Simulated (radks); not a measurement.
All-electron atom: Dy56+ in [Ne].

All-electron calculation, non-relativistic Kohn-Sham, LDA (Slater exchange, Perdew-Wang correlation), spin-unpolarised, spherical densities, point nucleus; relativity is left out, which matters for an element this heavy. Program: a radial shooting solver on a logarithmic mesh with Libxc functionals.

Energy parts (eV):
| part | energy |
|---|---|
| total | -221532.31 |
| kinetic | 221502.54 |
| electron-nucleus | -458134.66 |
| Hartree | 17891.73 |
| exchange-correlation | -2791.92 |

Orbitals (lengths in bohr, moments of r in powers of bohr):
orbital  occ.  eigenvalue (eV)      <r^4>      <r^2>
1s          2        -54565.90  1.253e-06  0.0007052
2s          2        -12159.73  0.0001912    0.01075
2p          6        -11851.67  0.0001198   0.007937
3s          0        -5143.633   0.004615    0.05660
3p          0        -5038.649   0.003881    0.05095

The highest occupied level is 2p at -11851.7 eV. The density falls to 0.001 e/bohr^3 at r = 0.36 bohr. For comparison, the ionisation energy in NIST's Atomic Spectra Database is 12081 eV (theoretical). In exact Kohn-Sham theory the highest level is minus the ionisation energy, but local and semilocal functionals leave it too shallow, through self-interaction and a potential that decays too fast; potentials with the right tail come closer. Virial ratio -V/T = 2.00013.
